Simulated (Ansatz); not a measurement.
Species: C2H9OSi2 (charge 0, doublet). It need not be the lowest isomer of its formula. 
Coordinates optimised at B3LYP-D3(BJ)/def2-TZVP (Ansatz, a program for electronic structure):
```
Si
O 1 1.6531
Si 2 1.6361 1 146.75
H 1 1.4850 2 107.86 3 -78.34
H 3 1.4884 2 108.11 1 -167.16
H 3 1.4931 5 109.82 2 -120.10
C 1 1.8631 4 109.97 2 117.29
H 7 1.0916 1 110.94 4 -59.69
H 7 1.0922 8 108.05 1 121.78
H 7 1.0927 8 108.00 9 116.65
C 1 1.8671 4 109.53 2 -119.32
H 11 1.0920 1 111.29 4 58.41
H 11 1.0924 12 107.95 1 -122.06
H 11 1.0927 12 107.76 13 -116.36
```
Charge 0, spin multiplicity 2.

Total electronic energies in hartree. Correlated levels leave the core frozen unless marked. UHF or UKS for open shells. Spin-orbit coupling is left out. No relativistic terms. CBS(X,Y): correlation extrapolated as X^-3; Hartree-Fock from the larger set. [CCSD(T)-MP2]/basis is that difference in the basis named.

```csv
level,program,energy (Eh)
HF/6-31G*,Ansatz,-733.73478
HF/cc-pwCVTZ,Ansatz,-733.88105
PBE/def2-TZVPD,Ansatz,-735.47082
BLYP/def2-TZVPD,Ansatz,-735.90285
r2SCAN-D4/def2-TZVPD,Ansatz + dftd4,-735.84328
r2SCANh/def2-TZVPD,Ansatz,-735.83073
B2GP-PLYP-D3(BJ)/def2-TZVPD,Ansatz + dftd3,-735.50061
B2GP-PLYP-D4/def2-TZVPD,Ansatz + dftd4,-735.49688
B2GP-PLYP/def2-TZVPD,Ansatz,-735.49173
B2PLYP-D3(BJ)/def2-TZVPD,Ansatz + dftd3,-735.61380
MP2/cc-pV(T+d)Z,Ansatz,-734.69586
MP2/cc-pV(Q+d)Z,Ansatz,-734.77321
RI-MP2/cc-pV(T+d)Z,Ansatz,-734.69558
RI-MP2/cc-pV(Q+d)Z,Ansatz,-734.77280
SCS-MP2/6-31G,Ansatz,-733.98355
SCS-MP2/cc-pV(Q+d)Z,Ansatz,-734.78839
CCSD/STO-3G,Ansatz,-725.40072
CCSD/6-31G,Ansatz,-734.02780
CCSD/6-31G*,Ansatz,-734.37836
CCSD(T)/cc-pV(T+d)Z,Ansatz,-734.78559
CCSD(T)/cc-pVTZ,Ansatz,-734.77651
"RI-MP2/CBS(cc-pV(T+d)Z,cc-pV(Q+d)Z)+[CCSD(T)-MP2]/cc-pV(T+d)Z",Ansatz,-734.9049
"CCSD(T)/CBS(cc-pV(T+d)Z,cc-pV(Q+d)Z)",Ansatz,-734.8964
```

Totals of different functionals don't rank their quality; only differences between species are comparable.
